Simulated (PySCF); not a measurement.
# From a computed spectrum to the compound

A species of 7 atoms with charge 0 has these harmonic modes (B3LYP, small Gaussian bases with core potentials, PySCF 2.14.0):

```
cm⁻¹  km/mol  symmetry
 -13       –       a''
  50    25.4        a'
  66    24.8        a'
  74     4.3        a'
  76     1.2       a''
 138     2.8       a''
 241   200.6        a'
 317     8.7        a'
 325     2.2        a'
 336    66.5       a''
 342   125.2        a'
 492    68.8       a''
1602   115.8        a'
3780   156.1        a'
3870   186.2       a''
```

Question: Which species is it, and in which structure?

Answer: ErCl3(H2O) (singlet in the valence; each metal's 4f electrons, 11 of them, lie in its core potential, out of spins and levels):
```xyz
7

Er    0.0160   -0.0170    0.0170
Cl    1.1442    1.8486    1.1982
Cl   -1.6801   -1.2884    1.2884
Cl    1.1442   -1.1982   -1.8486
O    -1.2985    1.3558   -1.3558
H    -1.5687    2.2659   -1.1576
H    -1.5687    1.1576   -2.2659
```
 Negative wavenumbers this small are taken as noise. An lcecp potential fixes the number of 4f electrons, so in runs with it no electron can move into or out of that shell.
 This is one of several that fit.
